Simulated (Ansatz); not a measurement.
Consider the ligand exchange at the Si–S bond: `CCS[SiH2]Cl` + `[NH2][GeH3]` → `Cl[SiH2][NH][GeH3]` + `CCS`.

Gas-phase electronic energies from Ansatz, PBE0-D4/def2-TZVP geometries. CCSD(T)/CBS is the MP2 limit (def2-TZVPP, def2-QZVPP) plus CCSD(T) − MP2 in def2-TZVPP, frozen cores. DFT in def2-TZVPP. B3LYP here is the variant with VWN-RPA as its local correlation; programs differ in this. For Ge outer-core shells are correlated without core-valence functions, which leaves a few kJ/mol of doubt a bond. Scalar relativity is left out up to krypton. Each species was taken in one conformer, which may not be the lowest.

```csv
level,ΔE (kJ/mol),difference from CCSD(T)/CBS
r2SCAN-D4,-7.9,5.5
B3LYP-D4,-12.4,1.0
PBE0,-7.5,5.9
HF/def2-TZVPP,-27.8,-14.4
MP2/def2-TZVPP,-13.8,-0.4
CCSD(T)/def2-TZVPP,-16.7,-3.3
HF/def2-QZVPP,-29.1,-15.7
MP2/def2-QZVPP,-12.3,1.1
SCS-MP2/def2-QZVPP,-16.6,-3.2
HF/CBS(def2),-29.3,-15.9
CCSD(T)/CBS,-13.4,0
```

Largest T1 diagnostic among the species: 0.011.

From PBE to PBE0 (25 % exact exchange), in def2-TZVPP and without D4, ΔE moves by −4.1 kJ/mol. In def2-TZVPP, CCSD(T) changes the Hartree–Fock value by +11.1 kJ/mol (the triples alone add +3.0 kJ/mol) and MP2 by +14.0 kJ/mol.
